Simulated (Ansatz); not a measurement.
Total energies of C₂H₂BBrS (`S=C=CBBr`).

Cartesian coordinates in Å:
```
S -1.379 -2.497 -0.455
C -0.762 -1.088 -0.519
C -0.220 0.112 -0.541
B 0.589 0.562 0.657
Br 1.392 2.298 0.662
H -0.374 0.734 -1.419
H 0.754 -0.122 1.616
```

The species carries charge 0 and has multiplicity 1. Correlated methods include outer-core shells of Br, which these sets cover unevenly. Scalar relativity is left out up to krypton. The geometry is a stationary point of PBE0-D4/def2-TZVP. It is one conformer, not always the lowest. Basis def2-TZVPP, the Gaussian-basis code of Ansatz.

RPA on PBE orbitals: Hartree–Fock energy of these orbitals -3071.51894 Eh, correlation -1.34403 Eh (frozen core).

| functional | energy without D4 (Eh) | D4 term (kJ/mol) |
| --- | --- | --- |
| LDA (SPW92) | -3068.74590 | – |
| BLYP | -3074.65458 | -39.0 |
| r2SCAN | -3074.56272 | -4.3 |
| B97M-V | -3074.11974 | – |
| PBE0 | -3074.09534 | -15.2 |
| r2SCANh | -3074.55331 | -4.7 |
| r2SCAN0 | -3074.54053 | -5.2 |
| ωB97M-V | -3074.45637 | – |
| B2PLYP | -3074.06381 | – |
| PBE-QIDH | -3073.67900 | – |

Q: Give the same for PBE, revPBE, B3LYP, HSE06 (plane-wave form), BHLYP, CAM-B3LYP, LC-ωPBE, ωB97X-V. (Best estimate.)

A: Ansatz gave: 
```json
{"functional": "PBE", "energy without D4 (Eh)": "-3073.96979", "D4 term (kJ/mol)": "-17.8"}
{"functional": "revPBE", "energy without D4 (Eh)": "-3074.34847", "D4 term (kJ/mol)": "-51.2"}
{"functional": "B3LYP", "energy without D4 (Eh)": "-3074.71599", "D4 term (kJ/mol)": "-29.0"}
{"functional": "HSE06 (plane-wave form)", "energy without D4 (Eh)": "-3074.08692", "D4 term (kJ/mol)": "-14.3"}
{"functional": "BHLYP", "energy without D4 (Eh)": "-3074.58968", "D4 term (kJ/mol)": "-23.0"}
{"functional": "CAM-B3LYP", "energy without D4 (Eh)": "-3074.73274", "D4 term (kJ/mol)": "-15.6"}
{"functional": "LC-ωPBE", "energy without D4 (Eh)": "-3074.09365", "D4 term (kJ/mol)": "–"}
{"functional": "ωB97X-V", "energy without D4 (Eh)": "-3074.33053", "D4 term (kJ/mol)": "–"}
```

B3LYP takes the VWN-RPA correlation (the form of Gaussian; ORCA's B3LYP/G). HSE06 is the plane-wave form, built on full-range PBE exchange. The double hybrids freeze the cores in their second-order part.

LC-ωPBE has ω = 0.4 bohr⁻¹.
